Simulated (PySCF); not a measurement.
## How methods differ on the excitation energy of Ti

Ti [Ar] 3d2 4s2 (3F) → Ti [Ar] 3d1 4s2 4p1 (high-spin determinant), as a difference of total energies. All numbers are calculated (PySCF 2.14, the spin-free X2C one-electron Hamiltonian (Gaussian nucleus), in x2c-QZVPPall). Correlated levels: valence: [Ar] frozen; valence and next inner shell: [Ne] frozen. The calculations carry no spin-orbit coupling.

```
                                method  excitation energy (eV)
                                   UHF                   4.546
                                   LDA                   5.313
                                   PBE                   5.210
                                  PBE0                   5.056
                                r2SCAN                   5.411
                                B2PLYP                   4.903
                             CAM-B3LYP                   5.133
                         MP2 (valence)                   4.414
                     SCS-MP2 (valence)                   4.313
    MP2 (valence and next inner shell)                   4.520
SCS-MP2 (valence and next inner shell)                   4.455
```

Q: How much does correlation contribute at MP2 (valence and next inner shell)?

A: 4.520 − (4.546) = -0.026 eV, measured against UHF.

A first-order spin-orbit estimate (lowest level to lowest level, LS coupling) adds -0.006 eV.

The basis was made for the ground configuration and has no added diffuse functions, so the excitation energy can come out too high.

The determinant of the upper state mixes LS terms, which raises its energy above the lowest term, most at the Hartree-Fock and MP2 levels.
